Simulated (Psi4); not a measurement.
Method: SAPT0/jun-cc-pVDZ, frozen core run with Psi4.

Psi4 input:

```
molecule {
0 1
C 1.17260300 0.00499892 0.00493382
O 0.03718403 -0.77158708 -0.30094332
C -1.16846362 -0.09081154 -0.03844284
H 1.20120992 0.92688273 -0.59137062
H 2.05120091 -0.59519096 -0.22664852
H 1.19670720 0.27992340 1.06800825
H -1.25090021 0.82580521 -0.63784784
H -1.25358817 0.18093087 1.02231713
H -1.98595305 -0.76095155 -0.30000606
--
0 1
O 1.62514984 -2.21822842 -2.37534524
C 0.51492671 -2.17183683 -2.69234531
S -0.98598707 -2.10910629 -3.12092521
units angstrom
symmetry c1
no_reorient
no_com
}
set basis jun-cc-pvdz
set scf_type df
set freeze_core true
energy('sapt0')
```

Part of the output:

```
    SAPT Results
  --------------------------------------------------------------------------------------------------------
    Electrostatics                 -8.32402148 [mEh]      -5.22340234 [kcal/mol]     -21.85471539 [kJ/mol]
      Elst10,r                     -8.32402148 [mEh]      -5.22340234 [kcal/mol]     -21.85471539 [kJ/mol]

    Exchange                       10.94080510 [mEh]       6.86545885 [kcal/mol]      28.72507984 [kJ/mol]
      Exch10                       10.94080510 [mEh]       6.86545885 [kcal/mol]      28.72507984 [kJ/mol]
      Exch10(S^2)                  10.89233206 [mEh]       6.83504156 [kcal/mol]      28.59781387 [kJ/mol]

    Induction                      -1.56807295 [mEh]      -0.98398063 [kcal/mol]      -4.11697497 [kJ/mol]
      Ind20,r                      -4.96216027 [mEh]      -3.11380258 [kcal/mol]     -13.02815000 [kJ/mol]
      Exch-Ind20,r                  4.12742399 [mEh]       2.58999765 [kcal/mol]      10.83655018 [kJ/mol]
      delta HF,r (2)               -0.73333667 [mEh]      -0.46017570 [kcal/mol]      -1.92537515 [kJ/mol]

    Dispersion                     -5.13638977 [mEh]      -3.22313324 [kcal/mol]     -13.48558949 [kJ/mol]
      Disp20                       -6.04811821 [mEh]      -3.79525148 [kcal/mol]     -15.87933218 [kJ/mol]
      Exch-Disp20                   0.91172844 [mEh]       0.57211824 [kcal/mol]       2.39374270 [kJ/mol]
      Disp20 (SS)                  -3.02405911 [mEh]      -1.89762574 [kcal/mol]      -7.93966609 [kJ/mol]
      Disp20 (OS)                  -3.02405911 [mEh]      -1.89762574 [kcal/mol]      -7.93966609 [kJ/mol]
      Exch-Disp20 (SS)              0.49373423 [mEh]       0.30982290 [kcal/mol]       1.29629903 [kJ/mol]
      Exch-Disp20 (OS)              0.41799422 [mEh]       0.26229533 [kcal/mol]       1.09744367 [kJ/mol]

  Total HF                          1.04871067 [mEh]       0.65807588 [kcal/mol]       2.75338948 [kJ/mol]
  Total SAPT0                      -4.08767910 [mEh]      -2.56505736 [kcal/mol]     -10.73220001 [kJ/mol]
```
